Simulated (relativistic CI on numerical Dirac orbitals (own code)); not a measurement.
Calculated levels, Nd²⁴⁺

These numbers are calculated, not measured: Dirac-Coulomb-Breit CI, separate exchange-only KLI orbitals for each configuration, model QED (radiative potential, 1s self-energy scaled to tabulated hydrogen-like ionisation energies), unscaled Slater integrals (own radial code, finite nucleus).

Configuration list (outside the closed core [Ar] 3d10): 4s²4p⁶, 4s²4p⁵4d, 4s4p⁶4d, 4s²4p⁵4f, 4s4p⁶4f, 4s²4p⁵5s, 4s²4p⁵5p, 4p⁶4d4f, 4s4p⁶5s, 4s²4p⁵5d, 4s4p⁶5p, 4s²4p⁵5f, 4s²4p⁵5g, 4s4p⁶5d, 4s²4p⁵6s, 4s²4p⁵6p, 4p⁶4f5s, 4s4p⁶5f, 4s²4p⁵6d, 4s4p⁶5g, 4s²4p⁵6f, 4p⁶4d², 4p⁵4d³, 4p⁵4d²4f, 4p⁵4d²5s, 4p⁵4d²5p, 4p⁶4f², 4p⁵4d4f², 4p⁵4f³, 4p⁵4f²5s, 4p⁵4f²5p, 4p⁶4d5s, 4p⁵4d4f5s, 4p⁵4d5s², 4p⁵4d5s5p. Double excitations out of closed p, d and f shells are left out; levels of such configurations are missing from the list, as are those of other unlisted configurations, and high levels can miss mixing partners. These lack a partner that the ground configuration has and come out too high: 4s²4p⁵5d, 4s²4p⁵5f, 4s²4p⁵5g, 4s²4p⁵6s, 4s²4p⁵6p.

| No. | Configuration | Term | J | E (Ry) | % | Landé g | Lifetime (s) |
| --- | --- | --- | --- | --- | --- | --- | --- |
| 1 | 4s²4p⁶ | ¹S | 0 | 0.0000 | 100 |  |  |
| 2 | 4s²4p⁵4d | ³P° | 0 | 7.3486 | 100 |  |  |
| 3 | 4s²4p⁵4d | ³P° | 1 | 7.5261 | 84 | 1.335 | 3.09e-07 |
| 4 | 4s²4p⁵4d | ³F° | 3 | 7.7392 | 64 | 1.080 | 1.25e-01 |
| 5 | 4s²4p⁵4d | ³D° | 2 | 7.8007 | 50 | 1.161 | 1.88e-03 |
| 6 | 4s²4p⁵4d | ³F° | 4 | 7.9668 | 100 | 1.248 | 4.98e-03 |
| 7 | 4s²4p⁵4d | ¹D° | 2 | 8.1071 | 49 | 1.136 | 2.48e-04 |
| 8 | 4s²4p⁵4d | ³D° | 3 | 8.4157 | 66 | 1.219 | 3.24e-04 |
| 9 | 4s²4p⁵4d | ³D° | 1 | 9.0165 | 71 | 0.715 | 7.00e-12 |
| 10 | 4s²4p⁵4d | ³F° | 2 | 9.7560 | 66 | 0.789 | 5.07e-06 |
| 11 | 4s²4p⁵4d | ³D° | 2 | 10.2312 | 44 | 1.239 | 5.22e-06 |
| 12 | 4s²4p⁵4d | ¹F° | 3 | 10.3478 | 39 | 1.112 | 4.08e-06 |
| 13 | 4s²4p⁵4d | ¹P° | 1 | 11.3091 | 84 | 0.944 | 6.87e-13 |
| 14 | 4s4p⁶4d | ³D | 1 | 14.9991 | 89 | 0.497 | 6.47e-12 |
| 15 | 4s4p⁶4d | ³D | 2 | 15.1474 | 87 | 1.157 | 5.59e-12 |
| 16 | 4s4p⁶4d | ³D | 3 | 15.4710 | 91 | 1.330 | 5.24e-12 |
| 17 | 4s4p⁶4d | ¹D | 2 | 16.1770 | 96 | 1.004 | 3.74e-12 |
| 18 | 4s²4p⁵4f | ³G | 5 | 17.5645 | 100 | 1.198 | 3.55e-12 |
| 19 | 4s²4p⁵4f | ³G | 4 | 17.6181 | 63 | 1.043 | 3.23e-12 |
| 20 | 4s²4p⁵4f | ³D | 1 | 17.6422 | 89 | 0.498 | 1.60e-12 |
| 21 | 4s²4p⁵4f | ³D | 2 | 17.7412 | 70 | 1.062 | 1.79e-12 |
| 22 | 4s²4p⁵4f | ³F | 3 | 17.7996 | 42 | 0.968 | 2.90e-12 |
| 23 | 4s²4p⁵4f | ³D | 3 | 17.8726 | 44 | 1.170 | 2.22e-12 |
| 24 | 4s²4p⁵4f | ³F | 4 | 17.9411 | 64 | 1.160 | 3.30e-12 |
| 25 | 4s²4p⁵4f | ¹D | 2 | 18.1911 | 54 | 0.879 | 3.42e-12 |
| 26 | 4s²4p⁵4f | ³G | 3 | 19.7134 | 66 | 0.844 | 3.14e-12 |
| 27 | 4s²4p⁵4f | ¹G | 4 | 19.8817 | 35 | 1.092 | 3.45e-12 |
| 28 | 4s²4p⁵4f | ³D | 3 | 19.8843 | 45 | 1.180 | 2.62e-12 |
| 29 | 4s²4p⁵4f | ¹D | 2 | 20.1104 | 46 | 0.888 | 3.16e-12 |
| 30 | 4s²4p⁵5s | ³P° | 2 | 24.6651 | 100 | 1.499 | 4.46e-09 |
| 31 | 4s²4p⁵5s | ¹P° | 1 | 24.7680 | 63 | 1.182 | 1.30e-12 |
| 32 | 4s4p⁶4f | ³F° | 2 | 25.2320 | 100 | 0.664 | 1.80e-12 |
| 33 | 4s4p⁶4f | ³F° | 3 | 25.2576 | 98 | 1.081 | 1.79e-12 |
| 34 | 4s4p⁶4f | ³F° | 4 | 25.3018 | 100 | 1.249 | 1.81e-12 |
| 35 | 4s4p⁶4f | ¹F° | 3 | 25.5871 | 98 | 0.999 | 1.72e-12 |
| 36 | 4s²4p⁵5s | ³P° | 0 | 26.7820 | 99 |  | 1.91e-09 |
| 37 | 4s²4p⁵5p | ³S | 1 | 26.7888 | 48 | 1.657 | 1.55e-12 |
| 38 | 4s²4p⁵5s | ³P° | 1 | 26.8438 | 63 | 1.314 | 2.66e-12 |
| 39 | 4s²4p⁵5p | ³D | 2 | 26.8815 | 52 | 1.155 | 1.53e-12 |
| 40 | 4s²4p⁵5p | ¹P | 1 | 27.6478 | 54 | 1.221 | 1.78e-12 |
| 41 | 4s²4p⁵5p | ³D | 3 | 27.6498 | 100 | 1.332 | 1.72e-12 |
| 42 | 4s²4p⁵5p | ³P | 2 | 27.8192 | 68 | 1.337 | 1.67e-12 |
| 43 | 4s²4p⁵5p | ³P | 0 | 28.1353 | 53 |  | 1.77e-12 |
| 44 | 4s²4p⁵5p | ³D | 1 | 28.9778 | 70 | 0.668 | 1.57e-12 |
| 45 | 4s²4p⁵5p | ¹S | 0 | 29.3686 | 53 |  | 1.64e-12 |

Energies count from the lowest computed level; ° marks odd parity; lifetimes are radiative, by E1, M1, E2, M2, E3 decay to levels of this space only; some are left blank where a channel outside the calculation adds to the decay or the decay crosses a small, uncertain gap.

The mean weight of the leading LS term, summed over parents, in these 45 levels is 71 %, and that of the leading jj configuration (from the same eigenvectors) 92 %, so jj coupling describes them better and the LS labels are nominal.

At this charge energies of transitions that change n are usually good to better than 1 %, and those within a shell (Δn = 0) to a few per cent.

LS names give the leading component of a level, which can be under half, so a name can repeat, a term be missing and a line seem to break the LS rules.
